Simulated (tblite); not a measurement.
Run record: tight-binding relaxation, `S=C1C=C[C](Cl)C1` [radical].

Computed with GFN2-xTB geometry optimisation, gas phase (tblite 0.8.0). Start geometry: from a force field or distance geometry. A driver script takes a list of jobs; this job's settings line and coordinates (Å) are shown.

Command:
```bash
OMP_NUM_THREADS=1 python probes_run.py task.json out
```

Input:
```
{"job": {"kind": "relax", "xc": "GFN2-xTB", "basis": "xTB"}, "charge": 0, "multiplicity": 2}
S      2.743000    -0.580900     0.354200
C      1.131700    -0.153100     0.091300
C      0.683500     1.067600    -0.578300
C     -0.659000     1.014500    -0.573800
C     -1.125200    -0.179300     0.087300
Cl    -2.753900    -0.592400     0.282000
C     -0.008100    -1.025900     0.560500
H      1.312500     1.843500    -0.990700
H     -1.313300     1.749700    -0.984000
H      0.007800    -2.005500     0.074600
H     -0.013500    -1.135400     1.651000
```

Output:
```
step      E/eV     max force
  0    -557.05564    3.656
  1    -557.35278    1.218
  2    -557.39885    0.841
  3    -557.43489    0.469
  4    -557.45407    0.233
  5    -557.45631    0.132
  6    -557.45784    0.124
  7    -557.45943    0.096
  8    -557.46024    0.072
  9    -557.46066    0.051
 10    -557.46088    0.035
 11    -557.46101    0.031
 12    -557.46108    0.022
 13    -557.46112    0.020
 14    -557.46116    0.017
 15    -557.46119    0.016
 16    -557.46121    0.010
 17    -557.46122    0.006
```

«max force» is the largest atomic force in eV/Å.

From which step on does the largest force stay under 0.1 eV/Å, and how much energy is left to gain from there?

From step 7 (0.096 eV/Å), 1.8 meV above the end.

Main results: energy lowered by 9.4 kcal/mol over 17 steps; largest atomic force 0.006 eV/Å at the end.

Hardware: one thread, Arm Neoverse V2 (aarch64), on a shared host. Cost: 0.11 s of wall time.
Labels such as C1 count atoms from 1, the log's own numbers from 0.
